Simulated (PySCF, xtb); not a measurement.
Al(Me)(OH)(SMe) (C2H7AlOS), SMILES [Al]([OH])([S]C)[CH3]. Other conformers were not sampled.

Harmonic wavenumbers (cm⁻¹) from GFN2-xTB (xtb) at its own minimum, in rising order: 44, 74, 79, 105, 150, 192, 197, 390, 428, 465, 577, 586, 637, 707, 896, 934, 947, 1279, 1312, 1441, 1442, 1451, 1457, 2962, 2969, 2971, 3018, 3037, 3040, 3765.

Task: What does PySCF 2.14.0 with PBE-D3(BJ)/def2-SVP give at its own minimum? (An estimate is asked for; the answer gives what the named calculation found.)

Result: 43, 73, 106, 120, 181, 199, 236, 286, 443, 530, 629, 632, 685, 691, 844, 933, 955, 1165, 1283, 1375, 1378, 1406, 1412, 2969, 2985, 3062, 3075, 3093, 3104, 3822. Paired by order, the mean absolute difference is 41 cm⁻¹ and the zero-point energies are 53.7 and 53.9 kcal/mol.
